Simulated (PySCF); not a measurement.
**Computed properties of C₃HCl₂F, SMILES C(Cl)(Cl)=C=CF**

1,1-dichloro-3-fluoropropa-1,2-diene (C3HCl2F), SMILES FC=C=C(Cl)Cl. Geometry: PBE0-D3(BJ)/def2-SVP. Other conformers were not sampled. All values are computed for the isolated molecule unless a solvent is named; none is compared with measurement here.

**Structure.** The optimised structure has Cs symmetry. All 15 harmonic modes at PBE0-D3(BJ)/def2-SVP (PySCF) are real, so it is a minimum. With heavy atoms numbered as in [F:1][CH:2]=[C:3]=[C:4]([Cl:5])[Cl:6], the shortest bond between them is C3–C4 at 1.306 Å and the longest C4–Cl5 at 1.727 Å.

**Vibrations.** The strongest infrared lines (harmonic, unscaled, degenerate partners summed) lie at 2103 cm⁻¹ (355 km/mol, C 99 %), 1102 cm⁻¹ (247 km/mol, C 69 %, F 25 %), 895 cm⁻¹ (222 km/mol, C 86 %, Cl 13 %). The softest mode is at 97 cm⁻¹ and the zero-point energy is 19.7 kcal/mol.

**Electronic structure.** B3LYP/def2-TZVP (PySCF) places the frontier levels at -7.64 and -1.38 eV, a gap of 6.26 eV, and gives a dipole moment of 1.25 D and a mean polarisability of 64.9 bohr³. PBE/def2-TZVP (PySCF) at the same geometry gives -6.66 and -2.09 eV, so its gap is 1.69 eV narrower. An orbital gap is neither the optical nor the fundamental gap.

**Excitations.** TDA-B3LYP/def2-SVPD (PySCF) has S1 at 4.93 eV (252 nm, f = 0.000, dark); the most intense of the 10 singlets computed lies at 6.71 eV (f = 0.16). T1 (TDA) is at 3.90 eV, 1.03 eV under S1. TDA-PBE/def2-SVPD (PySCF) puts S1 at 4.70 eV. No vertical singlet excitation falls in the visible range (under 3.1 eV).

**NMR.** GIAO shifts at HF/pcSseg-1 (PySCF) (non-relativistic, atoms alike by connectivity averaged): ¹³C from 118.5 to 207.4 ppm against TMS; ¹H at 7.7 ppm against TMS; ¹⁹F at -128.0 ppm against CFCl3. Without spin–orbit terms, shifts of atoms bonded to Cl or Br come out too high.

**Solvation.** SMD-PBE0/def2-SVP (PySCF) gives 1.4 kcal/mol in water, -1.6 kcal/mol in dimethylsulfoxide, -2.9 kcal/mol in acetonitrile (1 M in both phases, gas-phase geometry); of these solvents acetonitrile holds the molecule best.
